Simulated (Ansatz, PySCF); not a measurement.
(3S)-3-fluorobut-1-ene (C4H7F), SMILES C=C[C@H](C)F. Atoms are numbered in the order given.

```xyz
12

C      1.8914     0.5055    -0.0189
C      0.8842    -0.1046    -0.6625
C     -0.4237    -0.4817    -0.0206
C     -1.6213     0.2055    -0.6694
F     -0.4068    -0.1624     1.3377
H      1.8011     0.7531     1.0498
H      2.8269     0.7682    -0.5352
H      0.9703    -0.3604    -1.7337
H     -0.5527    -1.5896    -0.0927
H     -2.5600    -0.1033    -0.1694
H     -1.6923    -0.0590    -1.7433
H     -1.5155     1.3053    -0.5865
```

Geometry: PBE-D3(BJ)/def2-SVP. Other conformers were not sampled.

Vertical ionisation energy (IE) and electron affinity (EA) in eV. Rows of orbital energies are one-electron estimates. Where ΔSCF, EOM or ADC give a negative EA the extra electron is unbound and the value depends on the basis.

```csv
level,IE,EA
"−ε(HOMO), −ε(LUMO), ωB97X/def2-TZVP (PySCF)",9.98,-2.24
"−ε(HOMO), −ε(LUMO), PBE/def2-TZVP (PySCF)",6.45,0.98
"ΔSCF, CAM-B3LYP/def2-SVPD (Ansatz), final states of multiplicity 2 and 2",9.98,-1.76
"ΔSCF, PBE/def2-SVPD (Ansatz), final states of multiplicity 2 and 2",9.77,-1.45
```

**Question.** What vertical singlet–triplet gap does ΔSCF give with CAM-B3LYP/def2-SVPD (Ansatz, a first-principles code) and with PBE/def2-SVPD (Ansatz)? (An estimate is asked for; the answer gives what the named calculation found.)

**Answer.** 4.30 and 4.38 eV (triplet above singlet where positive).
